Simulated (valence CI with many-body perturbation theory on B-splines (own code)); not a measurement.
**Ga XVIII: key properties**

Method: valence CI with perturbative core correlation (CI+MBPT): four valence electrons over a frozen Dirac-Fock core [Ne], radial functions for each j: 11 s, 11 p, 10 d, 8 f, 5 g, 2 h, with the one-electron correlation potential Σ1, the two-electron term Σ2, the three-electron term Σ3, Breit, model QED; selected CI, second order for the rest, scaled by the run's own slope (own B-spline code, finite nucleus).

No measured levels were compared; by estimate levels of excited configurations hold to 0.05 to 0.15 % of their energy, terms of the ground configuration to about 0.5 %. Among the levels kept, up to 810 cm⁻¹ of a level comes from second order outside the variational space, and about a tenth of that is noise between levels of different J, which matters for small intervals.

Rates and lifetimes use the calculated energies. Strong lines usually hold to 10 to 20 %, long lifetimes can be off by a factor of two.

What is the ground level?

3s²3p² ³P_0, composition 89 % 3s²3p² ³P + 8 % 3s²3p² ¹S.

How well does LS coupling describe the low levels?

Among the lowest 20 levels the leading LS term, summed over configurations, holds 84 % on average. For single configurations the figures are 76 % in LS and 69 % in jj coupling. Terms mix most in the J = 2 level at 665920 cm⁻¹, where the leading one holds 52 %.

Name the longest-lived excited levels whose lifetime is computed, and their main decay.

3s²3p² ³P_2 at 45743 cm⁻¹ lives 17.7 ms, mostly by M1 to 3s²3p² ³P_1; 3s²3p² ³P_1 at 28077 cm⁻¹ lives 2.74 ms, mostly by M1 to 3s²3p² ³P_0; 3s²3p² ¹D_2 at 94887 cm⁻¹ lives 525 μs, mostly by M1 to 3s²3p² ³P_1. The lifetime of 3s²3p3d ³F°_4 is too uncertain to give, and may be longer.

Among levels below 1662500 cm⁻¹, which E1 lines absorb most strongly from the ground level?

to 3s²3p3d ³D°_1 at 14.76 nm, f = 0.741; to 3s3p³ ³S°_1 at 17.21 nm, f = 0.144; to 3s3p³ ³D°_1 at 24.08 nm, f = 0.0861.

What is the ionisation energy?

639.2 eV; NIST lists 640 ± 1.5 eV (semi-empirical).

How is the term ³P of the ground level split?

J = 0 at 0, J = 1 at 28077, J = 2 at 45743 cm⁻¹.

Where does the other parity begin?

At 3s3p³ ⁵S°_2, 323520 cm⁻¹.
